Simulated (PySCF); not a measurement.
```xyz
4
charge 1 multiplicity 1, angstrom
S     0.0000    0.0000    0.0000
Ag    2.3672    0.0000    0.0000
Ag   -1.1836    2.0500    0.0000
Ag   -1.1836   -2.0501    0.0000
```

Level of theory: PBE0 in PySCF with S def2-SVP, Ag def2-SVP with ECP28; scalar-relativistic core potentials, no spin–orbit coupling; density-fitted integrals.

This geometry of Ag₃S⁺ is a stationary point at this level.

(1) What is the point group?

(2) Is it a minimum?

(3) Which band is strongest in the infrared?

(4) Give the atomic charges and bond orders.

Answers

(1) D3h.

(2) No: it has 1 imaginary mode, at 93i cm⁻¹ (a2'').

(3) 351 cm⁻¹ (e'), 69 km/mol.

(4) 
```
   atom  Mulliken  Löwdin  polar tensor  Mayer order to S1
     S1     -0.52    0.25         -0.78                  –
Ag2,3,4      0.51    0.25          0.59               0.79
```

Stability towards spin polarisation was not tested. Only a few start shapes were tried, so a lower isomer may exist. At this level a singlet minimum of C3v symmetry lies 22 kJ/mol below this structure.
